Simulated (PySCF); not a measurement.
## Si3H7ClO

The system: Si3H7ClO, a small molecule; neutral, singlet. The structure, one conformer, was relaxed in the gas phase by PBE0-D3(BJ)/def2-SVP. No frequency run checks that it is a minimum.

SMILES: O[Si]([SiH3])([SiH3])Cl

```xyz
12

Si    0.207    0.071    0.620
Si    1.490   -1.338   -0.734
Si   -1.802    0.850   -0.311
Cl   -0.387   -1.056    2.281
O     1.196    1.323    1.095
H     1.953   -0.610   -1.954
H     0.631   -2.489   -1.149
H     2.669   -1.844    0.031
H    -2.689   -0.306   -0.643
H    -2.493    1.731    0.682
H    -1.537    1.640   -1.553
H     0.800    2.002    1.652
```
(Å; atoms numbered from 1)

Shieldings: GIAO PBE0/pcSseg-2. Shifts are against computed references at the same level: H TMS (σ 31.24 ppm), Si TMS (σ 341.3 ppm). Core levels by delta-SCF with SCAN, pcX-2 on the ionised atom and pcseg-1 elsewhere, spin-free X2C (2p3/2 is the spin-free 2p value less a third of a first-order spin-orbit splitting); from the vacuum level, for chosen atoms.

Q: Give the shieldings and core levels atom by atom.

A: 
| atoms | bonded to | σ (ppm) | δ (ppm) | core level (eV) |
| --- | --- | --- | --- | --- |
| Si1 | 1 Cl + 1 O + 2 Si | 313.5 | 27.8 | 2p3/2 107.63 |
| Si2 | 1 Si + 3 H | 446.2 | -104.9 | 2p3/2 106.70 |
| Si3 | 1 Si + 3 H | 447.5 | -106.2 | 2p3/2 106.72 |
| Cl4 | 1 Si | 841.3 | - | 2p3/2 205.60 |
| O5 | 1 Si + 1 H | 258.8 | - | 1s 538.75 |
| H6 H7 H8 | 1 Si | 27.62 | 3.63 | - |
| H9 H10 H11 | 1 Si | 27.69 | 3.56 | - |
| H12 | 1 O | 29.38 | 1.87 | - |

Values are those of this one static structure, with the three H of a rotating XH3 group averaged; atoms that internal rotation interchanges would show their mean in an NMR spectrum.

Q: Which of Si1, Si2, Si3 holds its core electrons tightest, and by how much against the loosest?

A: Si1 (bonded to 1 Cl + 1 O + 2 Si), by 0.92 eV over Si2 (bonded to 1 Si + 3 H).

Q: By CAM-B3LYP/def2-SVPD (TDDFT singlets, Tamm-Dancoff triplets, ionisation by delta-SCF), where does absorption start, and what does vertical ionisation take?

A: The lowest singlet lies at 5.85 eV (f 0.042), the strongest of the first 6 at 7.22 eV (f 0.444), the lowest triplet at 5.18 eV; vertical ionisation takes 9.59 eV.

The 3 runs behind this took 2.2 min in all, one thread each of Arm Neoverse V1 on a shared host, launched as `OMP_NUM_THREADS=1 python cluster_run.py task.json out`.
